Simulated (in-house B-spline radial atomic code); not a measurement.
A fraction x of an electron is removed from 3d in Ge5+, starting from [Ar] 3d9 and keeping the highest spin. Level of theory: non-relativistic AM05, spin-polarised, spherical fractional occupations, point nucleus; calculated with an all-electron radial atomic-structure program (B-spline basis).

```csv
x,E(x) - E(0) (eV),3d down level (eV)
0,0.0000,-104.223
0.17,18.1060,-108.798
0.25,26.8966,-110.971
0.38,41.5538,-114.529
0.5,55.4959,-117.844
0.58,65.0123,-120.069
0.63,71.0506,-121.466
0.81,93.3697,-126.534
0.99,116.6066,-131.664
1,117.9247,-131.951
```

The exact functional would give a straight line between the two integer points. Deviations E(x) - E(0) - x[E(1) - E(0)], in eV: -1.941 at x = 0.17, -2.585 at x = 0.25, -3.258 at x = 0.38, -3.466 at x = 0.5, -3.384 at x = 0.58, -3.242 at x = 0.63, -2.149 at x = 0.81, -0.139 at x = 0.99.

The curve lies below the straight line by up to 3.466 eV (at x = 0.5): convex, the delocalisation error that favours fractional charges.

(1) How well does Slater's transition state (minus the level at half occupation) give the ionisation energy?

## Answers

(1) It gives 117.844 eV against 117.925 eV from the two total energies; NIST lists 115.90 eV, ground level to ground level.
